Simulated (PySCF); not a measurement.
Geometry:
```
atom   x (Å)   y (Å)   z (Å)
  N1  -0.219   2.639   1.114
  C2  -0.248   1.645   0.542
  C3  -0.323   0.378  -0.078
  O4   0.731   0.089  -1.020
  C5   1.927  -0.077  -0.510
  F6   2.771  -0.444  -1.468
  F7   2.449   1.010   0.078
  F8   1.983  -1.043   0.440
  C9  -1.698  -0.077  -0.597
Si10  -1.118  -1.126   0.850
 H11  -1.656  -0.463  -1.607
 H12  -2.484   0.658  -0.482
 H13  -1.615  -0.791   2.168
 H14  -0.503  -2.400   0.548
```

Geometry: GFN2-xTB; GIAO shifts from PySCF 2.14.0 with density-fitted response routines, gas phase, non-relativistic, averaged over equivalent atoms.

At WP04/ANO-RCC-VDZP (164 basis functions, 45 s wall time on 1 thread of an Arm Neoverse V1, shared host):
| atoms | δ (ppm) |
| --- | --- |
| N1 | 287.2 |
| C5 | 131.8 |
| C2 | 108.2 |
| C3 | 55.1 |
| C9 | 14.0 |
| O4 | 110.3 |
| F6/F7/F8 | -69.2 |
| Si10 | -108.2 |
| H14 | 3.28 |
| H13 | 3.15 |
| H12 | 1.79 |
| H11 | 1.76 |

References, each an isolated molecule treated in the same way: ¹⁵N (σ = 256.04 ppm) vs NH3; ¹³C (σ = 179.81 ppm) and ²⁹Si (σ = 397.98 ppm) and ¹H (σ = 32.08 ppm) against TMS; H2O for ¹⁷O (σ = 322.51 ppm); CFCl3 for ¹⁹F (σ = 184.26 ppm).

**Question.** Estimate the result of repeating the calculation with KT2/pcSseg-1.

**Answer.** 
```
   atoms  δ at KT2/pcSseg-1  change
      N1              301.2   +14.0
      C5              131.2    -0.6
      C2              113.2    +5.0
      C3               52.8    -2.3
      C9               14.5    +0.5
      O4              132.5   +22.2
F6/F7/F8              -98.3   -29.1
    Si10             -119.6   -11.4
     H14               3.50   +0.22
     H13               3.35   +0.20
     H12               1.68   -0.11
     H11               1.69   -0.07
```

References, each an isolated molecule treated in the same way: ¹⁵N (σref 266.52) against NH3; ¹³C (σref 185.60) and ²⁹Si (σref 357.42) and ¹H (σref 31.62) against TMS; ¹⁷O (σref 332.32) against H2O; ¹⁹F (σref 131.39) vs CFCl3.

The largest change is at F6/F7/F8 (fluorine of an OCF3 group). Cost: 197 basis functions, 60 s wall time on 1 thread of an Arm Neoverse V1, shared host. The order of the carbon signals is the same at both levels.

Unscaled 19F shifts against computed CFCl3 carry errors that often reach 10 to 50 ppm. Experimental scales use liquid or dissolved standards, which lie at an offset from isolated NH3 (liquid NH3: subtract about 20 ppm) and H2O (liquid H2O: subtract about 36 ppm). Unscaled 15N shifts of sp2 nitrogen often come out too high even then, by a few to some tens of ppm.
